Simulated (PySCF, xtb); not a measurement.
TaOBr, SMILES [O]=[Ta][Br] (connectivity only; charge and spin as stated), neutral, multiplicity 3.

Harmonic wavenumbers (cm⁻¹) from GFN2-xTB in xtb at its own minimum, in rising order: 49, 160, 738.

### Question
What does B3LYP-D3(BJ)/def2-TZVP (PySCF) give at its own minimum? (Estimate from the structure and the level; the computed values follow.)

### Answer
137, 251, 998. Paired by order, the mean absolute difference is 146 cm⁻¹ and the zero-point energies are 1.4 and 2.0 kcal/mol.
